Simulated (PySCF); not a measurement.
H₄BeGeSe (SMILES [GeH3][Be][SeH]), singlet, geometry from GFN2-xTB (such geometries of metal compounds can be far from the true shape). Base run: PySCF with M062X/6-31G.

Here is a job for PySCF.
```python
from pyscf import gto, scf, dft, solvent

mol = gto.M(
    atom='''
Be    0.112097    0.032368   -0.039846
Se    0.777668    1.126781   -1.571729
H     2.195642    1.201299   -1.603845
Ge   -0.806871   -1.099773    1.531570
H    -0.872892   -2.588215    1.383855
H    -0.165272   -1.028319    2.882863
H    -2.226721   -0.832059    1.925047
''',
    basis='6-31g',
    charge=0,
    spin=0,
    verbose=3,
)

mf = dft.RKS(mol)
mf.xc = 'm062x'
mf.kernel()
mf.analyze()
```

Variants of this job, named by their change:

```csv
change,ΔE vs base (kcal/mol),dipole (D),HOMO-LUMO gap (eV)
base,0.000,1.59,7.56
model = IEF-PCM; solvent = methanol; vdw_scale = 1.0,-15.22,2.21,8.28
model = IEF-PCM; solvent = methanol; lebedev_order = 41,-6.96,2.04,7.94
model = IEF-PCM; solvent = acetonitrile,-6.96,2.04,7.94
model = IEF-PCM; solvent = methanol,-6.93,2.04,7.94
model = IEF-PCM; solvent = methanol; vdw_scale = 1.4,-3.36,1.92,7.74
model = IEF-PCM; solvent = methanol; vdw_scale = 1.1,-10.17,2.12,8.09
model = ddCOSMO; solvent = methanol,-11.76,1.96,8.15
model = IEF-PCM; solvent = methanol; lebedev_order = 11,-6.68,2.03,7.91
model = COSMO; solvent = methanol,-6.95,2.04,7.94
model = C-PCM; solvent = methanol,-7.09,2.05,7.95
model = IEF-PCM; solvent = methanol; r_probe = 0.5,-2.53,1.86,7.70
```

The base is the gas phase, so ΔE is the electrostatic part of solvation at a fixed geometry, without cavity and dispersion terms.
